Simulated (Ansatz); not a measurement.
Consider the ligand exchange at a Zr–F bond: `[OH][Zr]([F])([F])[F]` + H₂Se → `[OH][Zr]([F])([F])[SeH]` + H–F.

Calculated with Ansatz (gas phase, PBE0-D4/def2-TZVP geometries, no zero-point term in ΔE). CCSD(T)/CBS adds triple-zeta CCSD(T) − MP2 to the extrapolated MP2 energy (def2 sets, frozen cores). This one scheme is used for every species. DFT in def2-TZVPP. def2 core potentials past Kr. For Se, Zr outer-core shells are correlated without core-valence functions, which leaves a few kJ/mol of doubt a bond. Scalar relativity is left out up to krypton. Each species was taken in one conformer, which may not be the lowest.

`[OH][Zr]([F])([F])[F]`:

Cartesian coordinates in Å:
```
O 0.742 0.200 -1.206
Zr -0.241 -0.062 0.398
F -1.074 -1.774 0.372
F 0.930 0.039 1.895
F -1.581 1.280 0.560
H 1.224 0.317 -2.019
```

H₂Se:

Cartesian coordinates in Å:
```
Se -0.684 -0.005 0.015
H 0.363 -0.787 0.681
H 0.321 0.792 -0.696
```

`[OH][Zr]([F])([F])[SeH]`:

```xyz
7

O     0.187    1.466   -1.123
Zr    0.019    0.242    0.309
F     1.533    0.280    1.456
F    -1.510    0.605    1.378
Se   -0.202   -2.086   -0.805
H     0.274    2.176   -1.754
H    -0.300   -2.683    0.539
```

H–F:

```xyz
2

F     0.441    0.073   -0.109
H    -0.441   -0.073    0.109
```

```json
{"level": "r2SCAN-D4", "ΔE (kcal/mol)": "19.7"}
{"level": "ωB97X-V", "ΔE (kcal/mol)": "21.4"}
{"level": "PBE", "ΔE (kcal/mol)": "19.6"}
{"level": "HF/def2-TZVPP", "ΔE (kcal/mol)": "21.2"}
{"level": "MP2/def2-TZVPP", "ΔE (kcal/mol)": "16.0"}
{"level": "SCS-MP2/def2-TZVPP", "ΔE (kcal/mol)": "18.1"}
{"level": "SCS-MP2/def2-QZVPP", "ΔE (kcal/mol)": "18.0"}
{"level": "HF/CBS(def2)", "ΔE (kcal/mol)": "21.6"}
```

Problem. What does CCSD(T)/CBS give? (Best estimate.)

Solution. Computed: +16.9 kcal/mol. The listed levels differ from it by 2.8, 4.5, 2.7, 4.3, -0.9, 1.2, 1.1, 4.7 kcal/mol.

Largest T1 diagnostic among the species: 0.017.

In def2-TZVPP, CCSD(T) changes the Hartree–Fock value by −3.8 kcal/mol (the triples alone add −0.9 kcal/mol) and MP2 by −5.3 kcal/mol. The D4 term adds −1.5 kcal/mol with B3LYP and −0.9 kcal/mol with PBE0; it sums over pairs of atoms, weighted by their polarisabilities, and B3LYP, whose exchange is more repulsive, gets the larger term. From PBE to PBE0 (25 % exact exchange), in def2-TZVPP and without D4, ΔE moves by −1.1 kcal/mol.

B3LYP here is the variant with VWN-RPA as its local correlation; programs differ in this.
